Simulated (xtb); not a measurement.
Te(SiH3)(OSiH3) (H₆OSi₂Te), SMILES [SiH3]O[Te][SiH3]. All values are semi-empirical tight-binding results from xtb (GFN2-xTB unless named), good for trends rather than for accurate numbers. Coordinates come from a GFN2-xTB optimisation. This is a generated structure with no PubChem entry under its InChIKey; it may be hypothetical. Other conformers were not sampled.

```json
{
 "orbital_gap": "2.90 eV",
 "zero_point_energy": "32.3 kcal/mol",
 "G − E(el) at 298.15 K (modified RRHO)": "10.3 kcal/mol",
 "static polarisability (D4 model)": "103.6 bohr³",
 "solvation energy, GFN2-xTB/ALPB(water)": "-1.8 kcal/mol",
 "solvation energy, GFN2-xTB/ALPB(acetonitrile)": "-5.1 kcal/mol"
}
```
